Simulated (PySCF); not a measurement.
# Fluorine: a sound run and one with changed settings

Sound run: F²⁺ [He] 2s2 2p3, F³⁺ [He] 2s2 2p2. Calculation: PySCF 2.14, in def2-TZVP (5s3p2d1f, 31 functions); no relativity, point nucleus. In the sound run the correlated levels freeze 1s2. The sound run starts from symmetry-adapted Hartree-Fock orbitals and uses a fine grid where one is needed.

Changed run: a valence shell is frozen. This setting is unsound on purpose.

```json
{"species": "F²⁺", "method": "MP2", "sound run (hartree)": "-97.70578", "changed run (hartree)": "-97.63174", "converged": "yes"}
{"species": "F²⁺", "method": "CCSD(T)", "sound run (hartree)": "-97.72119", "changed run (hartree)": "-97.63517", "converged": "yes"}
{"species": "F³⁺", "method": "MP2", "sound run (hartree)": "-95.39703", "changed run (hartree)": "-95.32811", "converged": "yes"}
{"species": "F³⁺", "method": "CCSD(T)", "sound run (hartree)": "-95.42054", "changed run (hartree)": "-95.32933", "converged": "yes"}
```

Ionisation energy of F²⁺:

| method | sound run (eV) | changed run (eV) |
| --- | --- | --- |
| UHF | 62.258 | 62.258 |
| MP2 | 62.824 | 62.685 |
| SCS-MP2 | 62.571 | 62.400 |
| CCSD | 62.603 | 62.743 |
| CCSD(T) | 62.604 | 62.745 |

Freezing a valence shell removes pair correlation that changes on ionisation.

For comparison, NIST gives 62.708 eV between the lowest levels.
